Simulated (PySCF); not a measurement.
# Ho⁵⁴⁺ (holmium, charge +54) across methods

[Ne] 3s2 3p1, 2P determinant. Calculation: PySCF 2.14, in an uncontracted even-tempered set (17 s from 13 bohr⁻², ratio 2.5; 12 p from 17 bohr⁻², ratio 2.5; 4 d from 65 bohr⁻², ratio 2.7; 4 f from 97 bohr⁻², ratio 2.7); scalar relativity by spin-free X2C-1e.

| method | E (hartree) | mean ε 3s α (eV) | mean ε 3s β (eV) | mean ε 3p α (eV) | Σ⟨r²⟩ (bohr²) | ⟨S²⟩ |
| --- | --- | --- | --- | --- | --- | --- |
| r2SCAN0 | -9482.39 | -5366.8 | -5349.3 | -5068.5 | 0.2094 | 0.750 |
| r2SCAN | -9482.51 | -5353.8 | -5338.8 | -5056.2 | 0.2094 | 0.750 |
| r2SCANh | -9482.46 | -5359.0 | -5343.0 | -5061.1 | 0.2094 | 0.750 |
| PBE | -9482.44 | -5350.7 | -5338.5 | -5053.0 | 0.2092 | 0.750 |
| PBE0 | -9482.33 | -5364.5 | -5349.1 | -5066.1 | 0.2093 | 0.750 |
| LDA | -9473.45 | -5348.0 | -5336.6 | -5050.2 | 0.2094 | 0.750 |

**Question.** Estimate the same row for UHF.

**Answer.** E (hartree) = -9481.46419; mean ε 3s α (eV) = -5404.3; mean ε 3s β (eV) = -5378.9; mean ε 3p α (eV) = -5104.3; Σ⟨r²⟩ (bohr²) = 0.2094; ⟨S²⟩ = 0.750.

Spin-orbit coupling, absent here, splits the open shell strongly.
